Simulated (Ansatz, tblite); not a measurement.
Isomers of Mg3O3⁺ (doublet), found by a short tight-binding search and relaxed with r2SCAN-D4/def2-SVP in Ansatz.

The xTB rows come from tblite. Correlated methods freeze 6 core orbitals; core or outer-core shells of Mg are correlated, in sets that lack core-valence functions. In CCSD on the charge 1 doublet the largest single amplitude is 0.22, so its Hartree–Fock determinant may place the open shell otherwise than the density functionals do.

Run but left out: HF/def2-SVP, HF/def2-TZVP, MP2/def2-SVP, MP2/def2-TZVP (A: ⟨S²⟩ 1.09, where a pure state has 0.75).

A: At LDA (SPW92)/def2-TZVP, PBE-D4/def2-SVP, PBE-D4/def2-TZVP, BLYP-D4/def2-TZVP and others the gap within one spin of the charge 1 doublet nearly closes, so an electron or hole may be smeared out by delocalisation error. At CCSD(T)/def2-SVP the charge 1 doublet is spin-contaminated (final ⟨S²⟩ up to 1.09, 0.75 for a pure state). B: At CCSD(T)/def2-SVP the charge 1 doublet is spin-contaminated (final ⟨S²⟩ up to 0.98, 0.75 for a pure state). It holds 1 O–O bond. C: It holds 1 O–O bond. D: At LDA (SPW92)/def2-TZVP, PBE-D4/def2-SVP, PBE-D4/def2-TZVP, BLYP-D4/def2-TZVP and others the gap within one spin of the charge 1 doublet nearly closes, so an electron or hole may be smeared out by delocalisation error. At CCSD(T)/def2-SVP the charge 1 doublet is spin-contaminated (final ⟨S²⟩ up to 1.08, 0.75 for a pure state). It holds 2 O–O bonds. E: At CCSD(T)/def2-SVP the charge 1 doublet is spin-contaminated (final ⟨S²⟩ up to 1.02, 0.75 for a pure state).

Other spin states weren't relaxed.

A:

Cartesian coordinates in Å:
```
Mg 2.292 -0.468 -3.084
Mg -1.922 0.397 2.581
Mg 0.165 -0.036 -0.222
O 1.237 -0.257 -1.665
O -0.695 0.962 1.217
O -1.077 -0.598 1.173
```

B:

```xyz
6

Mg    0.528   -0.002   -1.451
Mg    0.284    1.967    1.577
Mg   -0.717   -1.307    0.402
O    -0.610    0.800    0.153
O    -0.240   -1.663   -1.332
O     0.755    0.204    0.651
```

C:

Cartesian coordinates in Å:
```
Mg 0.7211 0.8330 1.3191
Mg -1.7039 0.0699 0.2094
Mg 0.6561 -1.1856 -0.6124
O -0.2339 -0.8435 1.0913
O -0.3920 0.3493 -1.3118
O 0.9527 0.7769 -0.6956
```

D:

```xyz
6

Mg    0.2247    1.4487    1.4752
Mg   -0.3897    0.0826   -2.1150
Mg   -0.8050   -1.1066    1.5655
O     0.8435   -0.3435   -0.0849
O    -0.3718   -1.1193   -0.3824
O     0.4984    1.0381   -0.4584
```

E:

```xyz
6

Mg    2.271   -1.400   -1.281
Mg    0.466    0.555    1.119
Mg   -1.059   -0.190   -0.783
O    -1.439    0.115    1.110
O    -1.078    1.435    0.303
O     0.837   -0.515   -0.468
```

Estimate which lies lowest at each level, and how far above it the others are (kcal/mol).


```csv
level,A,B,C,D,E
GFN1-xTB,2.2,1.9,10.0,0.0,10.0
GFN2-xTB,19.7,6.3,0.0,17.3,14.2
LDA (SPW92)/def2-TZVP,13.4,16.7,10.6,88.4,0.0
PBE-D4/def2-SVP,7.3,15.0,12.3,82.6,0.0
PBE-D4/def2-TZVP,9.4,16.4,13.8,88.0,0.0
BLYP-D4/def2-TZVP,6.0,16.9,15.9,92.4,0.0
r2SCAN-D4/def2-TZVP,12.9,19.0,18.0,101.7,0.0
B97M-V/def2-TZVP,8.8,18.3,15.9,96.1,0.0
PBE0-D4/def2-SVP,14.1,18.5,17.0,89.8,0.0
PBE0-D4/def2-TZVP,16.2,19.5,18.0,94.6,0.0
CCSD/def2-SVP,24.2,19.3,25.2,97.0,0.0
CCSD(T)/def2-SVP,23.6,18.2,23.8,94.8,0.0
```
Point groups (tolerance 0.1 Å): A C2v, B C2v, C Cs, D Cs, E C2v. Lower isomers may exist. From def2-SVP to def2-TZVP the PBE0 values move by up to 4.9 kcal/mol, so results in the small set are rough.
